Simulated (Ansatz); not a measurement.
`N=[C]([SiH3])[GeH3]` + HCl → `N=[C](Cl)[GeH3]` + SiH₄  (substitution at a C–Si bond)

Program: Ansatz. Geometries: PBE0-D4/def2-TZVP. ΔE: electronic, gas phase. CBS: MP2 limit from def2 TZ/QZ plus the TZ coupled-cluster correction, frozen cores. This one scheme is used for every species. DFT in def2-TZVPP. B3LYP here is the variant with VWN-RPA as its local correlation; programs differ in this. For Ge outer-core shells are correlated without core-valence functions, which leaves a few kJ/mol of doubt a bond. Scalar relativity is left out up to krypton. Each species was taken in one conformer, which may not be the lowest.

`N=[C]([SiH3])[GeH3]`:

Cartesian coordinates in Å:
```
N 0.612 -0.149 -1.738
C 0.220 0.007 -0.537
Si 0.765 1.586 0.355
Ge -0.918 -1.330 0.393
H 0.275 -1.024 -2.151
H -0.451 2.336 0.772
H 1.618 2.416 -0.528
H 1.502 1.201 1.589
H -1.179 -2.455 -0.626
H -0.199 -1.890 1.630
H -2.247 -0.698 0.841
```

HCl:

```xyz
2

Cl    0.441   -0.295    0.357
H    -0.441    0.295   -0.357
```

`N=[C](Cl)[GeH3]`:

```xyz
8

N     1.482    0.959   -0.752
C     0.792    0.505    0.187
Cl    1.322    0.825    1.829
Ge   -0.871   -0.560    0.119
H     1.081    0.713   -1.656
H    -1.981    0.216    0.835
H    -1.204   -0.754   -1.369
H    -0.621   -1.905    0.807
```

SiH₄:

```xyz
5

Si    0.000    0.000    0.000
H     1.336    0.325   -0.560
H    -0.400   -1.362   -0.435
H    -0.995    0.988   -0.488
H     0.060    0.049    1.483
```

**Question.** Is it downhill or uphill in electronic energy at CCSD(T)/CBS, and by how much? (Best estimate.)

**Answer.** Ansatz gave: Uphill: ΔE = +21.6 kJ/mol.

**Question.** What do these levels give: B3LYP-D4, ωB97X-V, B2PLYP, CCSD/def2-TZVPP, HF/CBS(def2), CCSD/CBS(def2)? (An estimate is asked.)

**Answer.** The calculation gave: B3LYP-D4 14.1, ωB97X-V 13.4, B2PLYP 12.9, CCSD/def2-TZVPP 21.8, HF/CBS(def2) 14.8, CCSD/CBS(def2) 23.0 kJ/mol.

Largest T1 diagnostic among the species: 0.013.

The D4 term adds +3.9 kJ/mol with B3LYP and +2.4 kJ/mol with PBE0; it sums over pairs of atoms, weighted by their polarisabilities, and B3LYP, whose exchange is more repulsive, gets the larger term. From PBE to PBE0 (25 % exact exchange), in def2-TZVPP and without D4, ΔE moves by +4.0 kJ/mol.
